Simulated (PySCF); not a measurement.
**Worked example: oscillator strength and radiative lifetime**

Se(SH)(OSiH3) (H4OSSeSi), SMILES [SiH3]O[Se]S.

Geometry: PBE0-D3(BJ)/def2-SVP. This is a generated structure with no PubChem entry under its InChIKey; it may be hypothetical. Other conformers were not sampled.

TDA-PBE/def2-SVPD (PySCF) puts the first singlet state with f over 0.02 at 5.54 eV (vertical), with the transition dipole (-0.125, 0.475, 0.143) in atomic units.

Q: Find the oscillator strength, the wavelength and the radiative lifetime that this transition would have in vacuum if emission retraced absorption.

A: 
|μ|² = 0.2617 au, so |μ| = 1.30 D. ΔE = 5.54/27.211 = 0.2036 hartree. f = (2/3) ΔE |μ|² = 0.036 (the program prints 0.035).
λ = 1239.84/5.54 = 224 nm; ν = 44683 cm⁻¹.
Einstein's coefficient A = 0.6670 ν² f s⁻¹ (ν in cm⁻¹) = 4.7e7 s⁻¹, so τ = 1/A = 21 ns. This state is S7; the lower singlets have f = 0.001, 0.002, 0.002, 0.011, 0.009, 0.006. The figure is the radiative limit of this one transition; relaxation, internal conversion, crossing to triplets and a medium change what is measured.
